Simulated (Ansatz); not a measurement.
`O[SiH2]SBF` and `O[SiH2]S[SiH3]` differ in one atom or group.

Ansatz, PBE0-D4/def2-TZVP geometries, multiplicity 1. Each molecule was computed in one conformer, which needn't be the lowest.

```json
{"property": "HOMO energy (ωB97M-V/def2-TZVPP) / eV", "`O[SiH2]SBF`": "-10.48"}
{"property": "LUMO energy (B3LYP/def2-TZVPP) / eV", "`O[SiH2]SBF`": "-1.12"}
{"property": "size of the dipole moment (B3LYP/def2-TZVPP) / D", "`O[SiH2]SBF`": "1.71"}
{"property": "HOMO energy (PBE/def2-TZVPP) / eV", "`O[SiH2]SBF`": "-7.11"}
{"property": "LUMO energy (PBE0/def2-TZVPP) / eV", "`O[SiH2]SBF`": "-0.92"}
{"property": "LUMO energy (PBE/def2-TZVPP) / eV", "`O[SiH2]SBF`": "-1.87"}
```

Q: What does the change do to each property? (Estimate.)

A: Computed: 
```json
{"property": "HOMO energy (ωB97M-V/def2-TZVPP) / eV", "`O[SiH2]S[SiH3]`": "-9.80", "shift": "0.68"}
{"property": "LUMO energy (B3LYP/def2-TZVPP) / eV", "`O[SiH2]S[SiH3]`": "-0.25", "shift": "0.87"}
{"property": "size of the dipole moment (B3LYP/def2-TZVPP) / D", "`O[SiH2]S[SiH3]`": "0.90", "shift": "-0.81"}
{"property": "HOMO energy (PBE/def2-TZVPP) / eV", "`O[SiH2]S[SiH3]`": "-6.44", "shift": "0.67"}
{"property": "LUMO energy (PBE0/def2-TZVPP) / eV", "`O[SiH2]S[SiH3]`": "-0.02", "shift": "0.90"}
{"property": "LUMO energy (PBE/def2-TZVPP) / eV", "`O[SiH2]S[SiH3]`": "-0.88", "shift": "0.99"}
```

With PBE0 the HOMO rises by 0.69 eV and the LUMO rises by 0.90 eV, so the gap widens by about 0.21 eV. PBE moves the HOMO by 0.67 eV and ωB97M-V by 0.68 eV. Dipoles are sizes alone; their direction can turn.

B3LYP here is the variant with VWN-RPA as its local correlation; programs differ in this.
